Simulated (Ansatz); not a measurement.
SiHClF$_{2}$, singlet: a saddle search.

in.yaml

```yaml
crystal:
  periodic: [false, false, false]
  atoms:
    - {symbol: Si, position_ang: [0.037084, 0.086768, 0.028420]}
    - {symbol: Cl, position_ang: [-0.143283, -1.582820, -1.090762]}
    - {symbol: H, position_ang: [1.119164, 0.945850, -0.457724]}
    - {symbol: F, position_ang: [-1.327452, 0.876502, -0.004745]}
    - {symbol: F, position_ang: [0.314587, -0.326199, 1.524811]}
basis:
  gaussian: {orbitals: def2-SVP}
hamiltonian: {xc: pbe0, dispersion: d4}
saddle:
  max_steps: 30
  mode_guess:
    - [0.0522, 0.5338, 0.3616]
    - [0.2639, 0.2007, -0.1268]
    - [-0.1925, -0.5807, -0.2483]
    - [-0.0605, -0.0782, 0.0077]
    - [-0.0631, -0.0756, 0.0058]
```

Run by:

```bash
ansatz run in.yaml --threads 2 --pin off --events-out ev --progress --plain --max-ram 4352MiB
```

The run's output (Ansatz 0.2.0):

```
Functional definition: PBE0
  name "PBE0"
  cite "Adamo & Barone, J. Chem. Phys. 110, 6158 (1999) doi:10.1063/1.478522"
  cite "Perdew, Burke & Ernzerhof, Phys. Rev. Lett. 77, 3865 (1996) doi:10.1103/PhysRevLett.77.3865"
  parent pbe
  parameter a = 0.25
  parameter kappa = 0.804
  parameter beta = 0.06672455060314922
  exchange = (1 - a)*pbe_x(kappa = kappa, mu = beta*pi^2/3) + a*exact_x
  correlation = pbe_c(beta = beta)
670 factors; integrals over basis functions are off by at most 3.3e-4 eV
mean field evaluation 1: about -25829.3159 eV, gradient 3.8e1 eV
mean field evaluation 2: about -25826.9968 eV, gradient 5.5e1 eV
mean field evaluation 4: about -25831.4831 eV, gradient 6.6e-1 eV
mean field evaluation 8: about -25831.4909 eV, gradient 5.1e-3 eV
mean field -25831.49087294 eV, -949.2897803671 hartree, gradient 7.5e-6 eV, S^2 0.000000; 0 other end points of the search recorded, 0 dependent functions left out
the calculation of the forces begins
reference -25831.49089160 eV, -949.2897810530 hartree; 25, 25 occupied and 44, 44 virtual orbitals, 670 factors
these checks for a lower state are left out or cut short: stability, starts, cluster_reference, orbital_swaps, neighbouring_geometries, increment
670 factors; integrals over basis functions are off by at most 3.2e-4 eV
mean field evaluation 16: about -25831.4795 eV, gradient 6.9e-4 eV
mean field -25831.48646195 eV, -949.2896182662 hartree, gradient 1.0e-6 eV, S^2 0.000000; 0 other end points of the search recorded, 0 dependent functions left out
the calculation of the forces begins
reference -25831.48648061 eV, -949.2896189520 hartree; 25, 25 occupied and 44, 44 virtual orbitals, 670 factors
these checks for a lower state are left out or cut short: stability, starts, cluster_reference, orbital_swaps, neighbouring_geometries, increment
670 factors; integrals over basis functions are off by at most 3.3e-4 eV
mean field -25831.49239213 eV, -949.2898361964 hartree, gradient 1.8e-6 eV, S^2 0.000000; 0 other end points of the search recorded, 0 dependent functions left out
the calculation of the forces begins
reference -25831.49241077 eV, -949.2898368815 hartree; 25, 25 occupied and 44, 44 virtual orbitals, 670 factors
these checks for a lower state are left out or cut short: stability, starts, cluster_reference, orbital_swaps, neighbouring_geometries, increment
670 factors; integrals over basis functions are off by at most 3.3e-4 eV
mean field evaluation 32: about -25831.5051 eV, gradient 8.4e-5 eV
mean field -25831.50510772 eV, -949.2903034856 hartree, gradient 1.1e-6 eV, S^2 0.000000; 0 other end points of the search recorded, 0 dependent functions left out
the calculation of the forces begins
reference -25831.50512636 eV, -949.2903041705 hartree; 25, 25 occupied and 44, 44 virtual orbitals, 670 factors
saddle step   1: F+E_penalty+E_count = -25831.57832304 eV  max|allowed force component| = 1.028e0 eV/Å  curvature = +6.5671 eV/Å²  mode residual = 8.29e0 eV/Å²  Δτ_max = 0.0000 Å  (1 rotations, 4 force calls, 77 SCF iters)  cluster: 3 rotations left out, max|force component along them| = 3.859e-8 eV/Å
saddle step   2: F+E_penalty+E_count = -25831.60533500 eV  max|allowed force component| = 3.221e-1 eV/Å  curvature = +5.4007 eV/Å²  mode residual = 3.65e0 eV/Å²  Δτ_max = 0.0150 Å  (1 rotations, 4 force calls, 77 SCF iters)  cluster: 3 rotations left out, max|force component along them| = 1.174e-8 eV/Å
saddle step   3: F+E_penalty+E_count = -25831.60844205 eV  max|allowed force component| = 9.009e-2 eV/Å  curvature = +4.8604 eV/Å²  mode residual = 4.14e0 eV/Å²  Δτ_max = 0.0050 Å  (1 rotations, 4 force calls, 75 SCF iters)  cluster: 3 rotations left out, max|force component along them| = 6.054e-8 eV/Å
saddle search: the rotation starts from a random direction (saddle.seed = 0)
saddle step   4: F+E_penalty+E_count = -25831.60845734 eV  max|allowed force component| = 4.480e-2 eV/Å  curvature = +3.3583 eV/Å²  mode residual = 9.71e-2 eV/Å²  Δτ_max = 0.0043 Å  (12 rotations, 20 force calls, 298 SCF iters)  cluster: 3 rotations left out, max|force component along them| = 2.633e-8 eV/Å
Error: the saddle search stopped after 4 steps at a force within `saddle.f_tol` where it found no negative curvature, as at a minimum within its constraints. The lowest found is +3.358 eV/Å² (residual 9.71e-2 eV/Å²). Start nearer the saddle, tighten `saddle.f_tol` if a valley's slope lies under it, or retest for a missed unstable mode under another `saddle.seed` or with a `saddle.mode_guess`. From 3 of its steps this search moved with no negative curvature along its mode to follow. A search started from a geometry of this one does not count those moves and, where it converges, warns only of its own. With `saddle.order_check` unset, a search from the last step can check the order less strictly than this one. `saddle.order_check: true` asks for the full check and warns where it cannot tell
F+E_penalty+E_count at the last step = -25831.60845734 eV
to start another search from the last step: its geometry and its mode (saddle.mode_guess, Cartesian), with saddle.order_check: true (the message says why):
  atoms:
    - { symbol: Si, position_ang: [0.04472279, 0.08663459, 0.02010547] }
    - { symbol: Cl, position_ang: [-0.15063150, -1.59786591, -1.09468353] }
    - { symbol: H, position_ang: [1.12797000, 0.96041825, -0.45575021] }
    - { symbol: F, position_ang: [-1.34393090, 0.88556645, -0.01073747] }
    - { symbol: F, position_ang: [0.32196962, -0.33465237, 1.54106574] }
  mode_guess:
    - [0.00610522, -0.01579322, 0.04139421]
    - [-0.21444423, 0.26378046, -0.34192263]
    - [0.29461600, -0.30974586, 0.16919139]
    - [-0.23665145, -0.44191263, -0.02904916]
    - [0.15037444, 0.50367125, 0.16038619]
  order_check: true


[the SCF lines of later steps are left out]
```

The run took about 18 s on 2 CPU threads of an Intel Xeon 6975P-C (shared host).


The run did not converge within its limit. The search was started at a minimum, where no curvature is negative.